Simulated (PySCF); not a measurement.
# Spinor energies of Ru (ruthenium, neutral)

Start: [Kr] 4d7 5p1; 4d3/2 filled at m_j = +1/2, +3/2; 4d5/2 filled at m_j = -3/2, -1/2, +1/2, +3/2, +5/2; 5p3/2 filled at m_j = +3/2. Calculated with PySCF 2.14 in x2c-TZVPall-2c with one added diffuse shell each of s, p, d type (9s10p8d1f, 86 functions): generalised Hartree-Fock with the X2C-1e Hamiltonian and a Gaussian nucleus; one run each with spin-orbit coupling (SO) switched off, then screened by Boettger's factors. This is a chosen level, not necessarily the ground level.

| spinor shell | electrons | ε, spin-free (eV) | ε, screened SO (eV) | weight of nominal j (screened SO) | rms radius, screened SO (bohr) |
| --- | --- | --- | --- | --- | --- |
| 1s1/2 | 2 | -22236.7 | -22235.4 | 1.000 | 0.0384 |
| 2s1/2 | 2 | -3278.3 | -3278.1 | 1.000 | 0.158 |
| 2p1/2 | 2 | -2929.6 | -3020.3 | 1.000 | 0.137 |
| 2p3/2 | 4 | -2929.6 | -2887.5 | 1.000 | 0.142 |
| 3s1/2 | 2 | -612.93 | -613.00 | 1.000 | 0.428 |
| 3p1/2 | 2 | -495.30 | -511.44 | 1.000 | 0.425 |
| 3p3/2 | 4 | -495.30 | -487.98 | 1.000 | 0.436 |
| 3d3/2 | 4 | -306.23 | -309.25 | 0.992 | 0.416 |
| 3d5/2 | 6 | -306.23 | -304.39 | 0.995 | 0.420 |
| 4s1/2 | 2 | -95.458 | -95.600 | 1.000 | 1.09 |
| 4p1/2 | 2 | -60.275 | -64.831 | 0.804 | 1.21 |
| 4p3/2 | 4 | -60.275 | -58.276 | 0.902 | 1.22 |
| 4d5/2 | 5 | -12.716 | -13.610 | 0.556 | 1.78 |
| 4d3/2 | 2 | -12.716 | -10.943 | 0.615 | 1.89 |
| 5p3/2 | 1 | -3.305 | -3.337 | 1.000 | 5.83 |

```json
{"quantity": "E (hartree)", "spin-free": "-4527.55398", "screened SO": "-4528.20175"}
{"quantity": "M_J", "spin-free": "6", "screened SO": "6"}
{"quantity": "⟨J²⟩", "spin-free": "42.013", "screened SO": "42.019"}
{"quantity": "⟨L²⟩", "spin-free": "20.011", "screened SO": "19.658"}
{"quantity": "⟨S²⟩", "spin-free": "6.002", "screened SO": "6.307"}
```

Each row is a mean over spinors that exchange with the open shell spreads, by up to 7.887 eV (4p3/2).

Rows whose weight is well below 1 are mixtures of j = l ± 1/2: exchange outweighs spin-orbit coupling there, and the label is only the starting occupation.

Breit and QED terms are absent; they matter most for the inner s and p1/2 levels.

Densities and radii are taken from the X2C orbitals without a picture-change correction, which distorts them close to the nucleus.

Without spin-orbit coupling the j labels of p, d and f shells carry no meaning; the spin-free column gives the mean over the occupied spinors of each nl shell.
